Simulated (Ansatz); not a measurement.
# Two-coordinate energy map

ZnNH$_{2}$Cl (SMILES [NH2][Zn][Cl]), closed shell, PBE0-D4/def2-TZVP minimum:

```tsv
atom	x (Å)	y (Å)	z (Å)
N1	-0.4516	0.7587	-0.3816
Zn2	0.6070	-0.5734	0.2441
Cl3	1.9621	-2.0223	0.9114
H4	-1.0811	0.5044	-1.1308
H5	-0.9866	1.2588	0.3154
```

Rows set the bond length N1–H5 (Å; 1.011 at the minimum), columns the bond length N1–Zn2 (Å; 1.813), set in this order; the parts move rigidly, in a bend the first-named atom's side turns in the plane, and in a torsion the whole end group turns. CCSD(T) energies count from the value at that structure, in kJ/mol. Computed with Ansatz 0.2.0 (basis: def2-TZVPP); correlated methods freeze the cores. Filled d shells of the heavier atoms are correlated.

```tsv
N1–H5 \ N1–Zn2	1.595	1.751	1.978	2.244	2.538
0.829	182.1	113.4	?	209.3	305.9
0.934	88.6	?	36.0	115.1	?
1.088	84.0	15.6	31.4	?	203.7
1.267	157.9	89.9	105.2	182.2	274.2
1.466	263.4	195.4	209.8	284.9	374.1
```

Question: Fill in the withheld cells. (To be estimated.)

Answer: By the calculation: (0.829, 1.978): 129.6; (0.934, 1.751): 20.0; (0.934, 2.538): 210.7; (1.088, 2.244): 109.7 kJ/mol. These count from the CCSD(T) energy at the PBE0-D4 minimum.

The same grid for a cheaper method: MP2 − CCSD(T), both counted from the minimum, in kJ/mol:
| N1–H5 \ N1–Zn2 | 1.595 | 1.751 | 1.978 | 2.244 | 2.538 |
| --- | --- | --- | --- | --- | --- |
| 0.829 | -10.8 | -2.7 | 5.1 | 11.9 | 19.9 |
| 0.934 | -10.9 | -2.7 | 5.1 | 11.8 | 19.7 |
| 1.088 | -10.2 | -2.0 | 5.8 | 12.4 | 20.3 |
| 1.267 | -7.7 | 0.7 | 8.6 | 15.2 | 23.2 |
| 1.466 | -1.8 | 7.1 | 15.4 | 22.4 | 31.2 |

T1 diagnostic: at most 0.022. The restricted Hartree–Fock reference is unstable towards an unrestricted one here. This choice of frozen cores biases the correlated bond energies of the heavy atoms.

For scale, one of the runs: CCSD(T)/def2-TZVPP, 165 basis functions (an equivalent command: `ansatz run in.yaml --threads 4`). The run took 39 s on 4 CPU threads (shared host), with 1.5 GiB of host memory at its peak.
